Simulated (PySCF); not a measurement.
HO₃W (SMILES [O]=[W](=[O])[OH]), doublet, at a GFN2-xTB geometry (such geometries of metal compounds can be far from the true shape) (the multiplicity is a formal guess) (core potentials on W); PW6B95/def2-SV(P) (PySCF).

Input for PySCF:
```python
from pyscf import gto, scf, dft

mol = gto.Mole()
mol.atom = '''
    W     0.014561   -0.017142    0.012853
    O     1.583558   -0.431956   -0.475748
    O    -0.526984   -0.811941    1.408410
    O    -0.998428    1.175441   -0.881335
    H    -1.542666    1.816169   -1.361747
'''
mol.basis = 'def2-sv(p)'
mol.ecp = {'W': 'def2-sv(p)'}
mol.charge = 0
mol.spin = 1
mol.verbose = 5
mol.build()

mf = dft.UKS(mol)
mf.xc = 'pw6b95'
mf.kernel()
mf.analyze()
```

Question: Predict the main parts of the log of this PySCF run.

Answer: 
```
PySCF version 2.14.0

[INPUT] verbose = 5
[INPUT] max_memory = 4000
[INPUT] num. atoms = 5
[INPUT] num. electrons = 39
[INPUT] charge = 0
[INPUT] spin (= nelec alpha-beta = 2S) = 1
[INPUT] symmetry False subgroup None
[INPUT] Mole.unit = angstrom
[INPUT] Symbol           X                Y                Z      unit          X                Y                Z       unit  Magmom
[...]
[INPUT] ---------------- BASIS SET ----------------
[INPUT] l, kappa, [nprim/nctr], expnt,             c_1 c_2 ...
[INPUT] W
[...]
                                12                1.0014141748
[...]
                                6.084876          -0.66720686321
                                1.2523777812      0.52090351989
                                0.58569208922     0.51885687511
[...]
                                1.623745245       0.18452733732
                                0.69187452392     0.44121676843
                                0.27865835325     0.431584092415
[...]
[INPUT] O
[...]
                                340.87010191      -0.03989003923
                                77.363135167      -0.17853911985
                                21.47964494       -0.46427684959
                                6.6589433124      -0.44309745172
[...]
                                3.863550544       0.23094120765
                                1.0480920883      0.51375311064
[...]
[INPUT] H
[...]
                                1.9622572         0.13796524
                                0.44453796        0.47831935
[...]
nuclear repulsion = 145.952769398974
number of shells = 31
number of NR pGTOs = 126
number of NR cGTOs = 69
basis = def2-sv(p)
ecp = {'W': 'def2-sv(p)'}

******** <class 'pyscf.dft.uks.UKS'> ********
method = UKS
initial guess = minao
damping factor = 0
level_shift factor = 0
DIIS = <class 'pyscf.scf.diis.CDIIS'>
diis_start_cycle = 1
diis_space = 8
diis_damp = 0
SCF conv_tol = 1e-09
SCF conv_tol_grad = None
SCF max_cycles = 50
direct_scf = True
direct_scf_tol = 1e-13
number electrons alpha = 20  beta = 19
XC library pyscf.dft.libxc version 7.1.2
    S. Lehtola, C. Steigemann, M. J. T. Oliveira, and M. A. L. Marques,  SoftwareX 7, 1–5 (2018)
XC functionals = pw6b95
    Y. Zhao and D. G. Truhlar,  J. Phys. Chem. A 109, 5656 (2005)
radial grids:
    Treutler-Ahlrichs [JCP 102, 346 (1995); DOI:10.1063/1.469408] (M4) radial grids

becke partition: Becke, JCP 88, 2547 (1988); DOI:10.1063/1.454033
pruning grids: <function nwchem_prune>
[...]
SCF not converged.
Total Energy =                        -293.480045545093446
[...]
spin_pop of  0 W 6s        0.36989
spin_pop of  0 W 7s        0.00878
spin_pop of  0 W 8s        0.00070
spin_pop of  0 W 9s        0.00359
spin_pop of  0 W 10s        0.00510
spin_pop of  0 W 5px       0.00205
spin_pop of  0 W 5py       0.00661
spin_pop of  0 W 5pz       0.00391
spin_pop of  0 W 6px       0.00164
spin_pop of  0 W 6py      -0.00075
spin_pop of  0 W 6pz      -0.00006
spin_pop of  0 W 7px       0.00000
spin_pop of  0 W 7py       0.00017
spin_pop of  0 W 7pz       0.00012
spin_pop of  0 W 5dxy      0.02590
spin_pop of  0 W 5dyz      0.05030
spin_pop of  0 W 5dz^2     0.06237
spin_pop of  0 W 5dxz      0.12644
spin_pop of  0 W 5dx2-y2    0.23435
spin_pop of  0 W 6dxy      0.00401
spin_pop of  0 W 6dyz      0.00682
spin_pop of  0 W 6dz^2     0.00992
spin_pop of  0 W 6dxz      0.03493
spin_pop of  0 W 6dx2-y2    0.07261
spin_pop of  1 O 1s        0.00000
spin_pop of  1 O 2s        0.00724
spin_pop of  1 O 3s        0.01237
spin_pop of  1 O 2px       0.00531
spin_pop of  1 O 2py      -0.02594
spin_pop of  1 O 2pz      -0.01211
spin_pop of  1 O 3px       0.00032
spin_pop of  1 O 3py       0.00108
spin_pop of  1 O 3pz       0.00124
spin_pop of  1 O 3dxy      0.00004
spin_pop of  1 O 3dyz      0.00017
spin_pop of  1 O 3dz^2     0.00003
spin_pop of  1 O 3dxz     -0.00001
spin_pop of  1 O 3dx2-y2   -0.00002
spin_pop of  2 O 1s        0.00000
spin_pop of  2 O 2s        0.00728
spin_pop of  2 O 3s        0.00987
spin_pop of  2 O 2px      -0.00405
spin_pop of  2 O 2py      -0.02397
spin_pop of  2 O 2pz      -0.00476
spin_pop of  2 O 3px       0.00098
spin_pop of  2 O 3py       0.00139
spin_pop of  2 O 3pz       0.00077
spin_pop of  2 O 3dxy      0.00013
spin_pop of  2 O 3dyz      0.00005
spin_pop of  2 O 3dz^2     0.00004
spin_pop of  2 O 3dxz     -0.00001
spin_pop of  2 O 3dx2-y2    0.00005
spin_pop of  3 O 1s        0.00000
spin_pop of  3 O 2s        0.00056
spin_pop of  3 O 3s        0.00182
spin_pop of  3 O 2px      -0.00326
spin_pop of  3 O 2py      -0.00767
spin_pop of  3 O 2pz      -0.00522
spin_pop of  3 O 3px       0.00035
spin_pop of  3 O 3py       0.00097
spin_pop of  3 O 3pz       0.00066
spin_pop of  3 O 3dxy      0.00002
spin_pop of  3 O 3dyz      0.00004
spin_pop of  3 O 3dz^2     0.00002
spin_pop of  3 O 3dxz      0.00017
spin_pop of  3 O 3dx2-y2    0.00006
spin_pop of  4 H 1s        0.00289
spin_pop of  4 H 2s        0.00141
In total            20.00000 | 19.00000
Dipole moment(X, Y, Z, Debye): -2.73806,  3.22342, -2.41685
```

Convergence was not reached.
